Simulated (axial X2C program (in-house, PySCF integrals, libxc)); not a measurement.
**Low determinants of TiCl⁻ at the PBE0 level, two-component**

All values were computed with an axial X2C code built on PySCF integrals. Two-component (2c) means X2C with spin–orbit coupling and atomic mean-field two-electron Coulomb and Gaunt terms. Basis: Ti dyall-acv3z [11s11p7d4f2g], Cl dyall-av3z [9s8p3d2f] (cores contracted in-house); Gaussian nuclei, density fitting, unrestricted open shells. Masses: Ti 47.948 u, Cl 34.969 u.

Search at 2.350 Å (vertical energies from the lowest determinant):

```csv
ΔE (eV),state,electrons beyond evenly filled partner blocks,"electrons in ±ω = 1/2, 3/2, 5/2, 7/2"
0.00,Ω = 2,"ω = 1/2, ω = 3/2",31 9 0 0
0.04,Ω = 1,"ω = -3/2, ω = 5/2",30 9 1 0
0.04,Ω = 4,"ω = 3/2, ω = 5/2",30 9 1 0
0.16,Ω = 2,"ω = -1/2, ω = 5/2",31 8 1 0
0.21,Ω = 1,"ω = -1/2, ω = 3/2",31 9 0 0
0.28,Ω = 3,"ω = 1/2, ω = 5/2",31 8 1 0
0.89,Ω = 0,none,30 10 0 0
```

Lowest determinant, Ω = 2 (⟨Sz⟩ = -1.00, ⟨Lz⟩ = 3.00 at PBE0): Re = 2.345 Å, ωe = 328.5 cm⁻¹.

The determinant in row 2 of the search, Ω = 1 (⟨Sz⟩ = 1.00, ⟨Lz⟩ = 0.00 at PBE0), was followed along the bond at PBE0; measured from the minimum of the lowest determinant it gives:

Te = 0.031 eV (249 cm⁻¹), Re = 2.316 Å, ωe = 344.4 cm⁻¹.

(1) Compare the bond of the determinant in row 2 with that of the lowest one.

The search compares states at one distance, so a state with another bond length can lie lower; it is not exhaustive and yields mostly the lowest determinant of each block pattern, so other components and higher states of one pattern are missing. These are energies of single determinants, not of spin-adapted states; PBE0 term energies can be off by some tenths of an eV, and the functional has no current term. Open-shell Ω = 0 determinants with evenly filled partner blocks cannot be reached by this program, so the Ω shown need not be the lowest component. The lowest determinant need not be the ground state where others lie within half an eV. For an anion, determinants above electron detachment are held by the basis set. The highest occupied level of some functionals is positive through self-interaction error; at Hartree–Fock it is bound. Row 1 has a positive highest level at its minimum. Row 2 has a positive highest level at its minimum.

Answers

(1) At PBE0 its Re is 0.029 Å shorter and its force constant, which goes as ωe², is 1.10 times that of the lowest determinant. T0 ≈ Te + Δωe/2 = 249 + (8) = 257 cm⁻¹.
